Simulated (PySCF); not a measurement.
## Shifts of the heteroatoms

Geometry:
```
atom   x (Å)   y (Å)   z (Å)
  C1  -2.214   0.128   0.533
  C2  -1.403  -0.200  -0.710
  N3   0.025  -0.124  -0.495
  C4   0.783   1.009  -0.614
  C5   2.072   0.713  -0.222
  C6   2.088  -0.656   0.158
  C7   0.808  -1.140  -0.019
  H8  -3.292   0.056   0.322
  H9  -1.977  -0.569   1.351
 H10  -1.999   1.147   0.885
 H11  -1.638  -1.214  -1.068
 H12  -1.659   0.487  -1.531
 H13   0.345   1.937  -0.977
 H14   2.913   1.403  -0.220
 H15   2.944  -1.230   0.509
 H16   0.392  -2.132   0.150
```

[PySCF 2.14.0 with density-fitted response routines: J: B3LYP/pcJ-1 (spin–dipole term only in couplings to heteroatoms); PBE0-D3(BJ)/def2-SVP geometry; σ from GIAO-PBE0/pcSseg-1; single conformer; averaged over atoms made equivalent by symmetry, fast rotation or ring inversion; isolated molecule; non-relativistic]

Question: What are the ¹⁵N shifts?

Answer: 
```
atoms                 environment  σ (ppm)  δ (ppm)
   N3  pyrrole-type ring nitrogen     72.1   -216.5
```

Shieldings were converted by a linear fit to measured shifts: ¹⁵N: δ = -150.45 − 0.916σ (rms 7.2 ppm, 79 shifts vs CH3NO2, solution or neat liquid). Occasional misses reach two or three times the rms, and more in compound classes unlike the fitted ones. Couplings are scaled by factors fitted to measured values: ²J(H,H) × 0.91 (rms 0.6 Hz), ³J(H,H) × 0.91 (rms 0.4 Hz, 0.5 with 2 outliers); all others are unscaled and can be 10–30 % off.

Couplings (the largest are listed; each averaged over equivalent pairs): ¹J(N3,C4) = -15.5 Hz, ¹J(C2,N3) = -13.0 Hz, ²J(N3,C5) = -4.8 Hz, ²J(N3,H13) = -4.5 Hz, ³J(N3,H14) = -5.4 Hz, ³J(N3,H8) = -2.9 Hz. Signs are for ¹⁵N, whose magnetogyric ratio is negative.

On a 600 MHz spectrometer ¹⁵N resonates near 60.8 MHz, so 1 ppm is 60.8 Hz.
